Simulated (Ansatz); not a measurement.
One change: `FC[SiH2][SeH]` becomes `FC[SiH2]S`.

Ansatz, PBE0-D4/def2-TZVP geometries, multiplicity 1. Each molecule was computed in one conformer, which needn't be the lowest.

Scalar relativity is left out up to krypton. Spin–orbit coupling is left out; it splits and shifts lone-pair levels of the heavy atoms by tenths of an eV.

```tsv
property	`FC[SiH2][SeH]`
size of the dipole moment (B3LYP/def2-TZVPP) / D	2.12
zero-point energy (PBE0-D4/def2-TZVP) / kJ/mol	144.7
HOMO–LUMO gap (ωB97M-V/def2-TZVPP) / eV	11.07
HOMO–LUMO gap (PBE/def2-TZVPP) / eV	5.09
HOMO energy (PBE0/def2-TZVPP) / eV	-7.15
LUMO energy (ωB97M-V/def2-TZVPP) / eV	1.75
```

Problem. What does the change do to each property? (An estimate is asked.)

Solution. Ansatz gave: 
```tsv
property	`FC[SiH2]S`	shift
size of the dipole moment (B3LYP/def2-TZVPP) / D	1.40	-0.72
zero-point energy (PBE0-D4/def2-TZVP) / kJ/mol	148.3	3.6
HOMO–LUMO gap (ωB97M-V/def2-TZVPP) / eV	11.61	0.54
HOMO–LUMO gap (PBE/def2-TZVPP) / eV	5.54	0.45
HOMO energy (PBE0/def2-TZVPP) / eV	-7.53	-0.38
LUMO energy (ωB97M-V/def2-TZVPP) / eV	1.88	0.13
```

With PBE0 the HOMO falls by 0.38 eV and the LUMO rises by 0.17 eV, so the gap widens by about 0.55 eV. PBE moves the HOMO by -0.29 eV and ωB97M-V by -0.41 eV. Dipoles are sizes alone; their direction can turn.

Positive LUMOs are unbound, so they and the gaps depend on the basis.

B3LYP here is the variant with VWN-RPA as its local correlation; programs differ in this.
